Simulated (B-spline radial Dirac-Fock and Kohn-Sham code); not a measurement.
## X-ray form factors of holmium in several charge states

Calculated with a B-spline atomic structure program, using Dirac-Fock orbitals of the configuration average with a finite nucleus.

Configurations: Ho¹⁴⁺ [Kr] 4d10 4f6 5s1; Ho¹⁶⁺ [Kr] 4d10 4f5; Ho¹⁷⁺ [Kr] 4d10 4f4; Ho¹⁹⁺ [Kr] 4d10 4f2; Ho²⁰⁺ [Kr] 4d10 4f1; Ho²⁴⁺ [Kr] 4d7. The first column is f₀ of Ho¹⁴⁺, the others are differences from it.

| s (Å⁻¹) | Ho¹⁴⁺ | Δ Ho¹⁶⁺ | Δ Ho¹⁷⁺ | Δ Ho¹⁹⁺ | Δ Ho²⁰⁺ | Δ Ho²⁴⁺ |
| --- | --- | --- | --- | --- | --- | --- |
| 0 | 53.000 | -2.000 | -3.000 | -5.000 | -6.000 | -10.000 |
| 0.05 | 52.792 | -1.963 | -2.952 | -4.932 | -5.923 | -9.893 |
| 0.1 | 52.177 | -1.856 | -2.812 | -4.735 | -5.700 | -9.578 |
| 0.15 | 51.184 | -1.690 | -2.593 | -4.422 | -5.345 | -9.076 |
| 0.2 | 49.853 | -1.478 | -2.313 | -4.018 | -4.885 | -8.417 |
| 0.25 | 48.240 | -1.241 | -1.994 | -3.550 | -4.349 | -7.640 |
| 0.3 | 46.404 | -0.995 | -1.659 | -3.049 | -3.772 | -6.787 |
| 0.35 | 44.409 | -0.758 | -1.328 | -2.543 | -3.184 | -5.899 |
| 0.4 | 42.316 | -0.544 | -1.019 | -2.057 | -2.614 | -5.013 |
| 0.45 | 40.178 | -0.361 | -0.746 | -1.609 | -2.082 | -4.162 |
| 0.5 | 38.047 | -0.213 | -0.515 | -1.212 | -1.605 | -3.369 |
| 0.6 | 33.949 | -0.024 | -0.185 | -0.596 | -0.844 | -2.020 |
| 0.7 | 30.245 | +0.051 | -0.011 | -0.205 | -0.339 | -1.021 |
| 0.8 | 27.039 | +0.057 | +0.057 | +0.007 | -0.046 | -0.353 |
| 0.9 | 24.352 | +0.036 | +0.068 | +0.100 | +0.098 | +0.046 |
| 1 | 22.151 | +0.013 | +0.055 | +0.125 | +0.150 | +0.248 |
| 1.1 | 20.372 | -0.001 | +0.039 | +0.119 | +0.155 | +0.320 |
| 1.2 | 18.936 | -0.006 | +0.028 | +0.103 | +0.141 | +0.313 |
| 1.4 | 16.783 | +0.004 | +0.025 | +0.079 | +0.110 | +0.212 |
| 1.6 | 15.164 | +0.017 | +0.033 | +0.076 | +0.102 | +0.113 |
